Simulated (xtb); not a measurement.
xtb input:

```bash
xtb mol.xyz --gfn 2 --ohess tight --chrg -1 --uhf 0
```
mol.xyz:
```
7

C     -0.91658591     0.03979084     0.23962009
C      0.64047531    -0.02430382     0.06126303
Cl     1.23894277    -1.60373892     0.72455604
Cl     1.46751824     1.26369823     0.99626969
Cl    -1.75588916    -1.29552392    -0.64216476
Cl    -1.52082360     1.61136318    -0.47882148
H      0.93690139     0.01794887    -0.92053318
```

Problem. Predict the final energy.

Solution. -23.20070 Eh (GFN2-xTB).

It need not be the lowest isomer of its formula. Whether it binds its extra electron was not tested at this geometry.
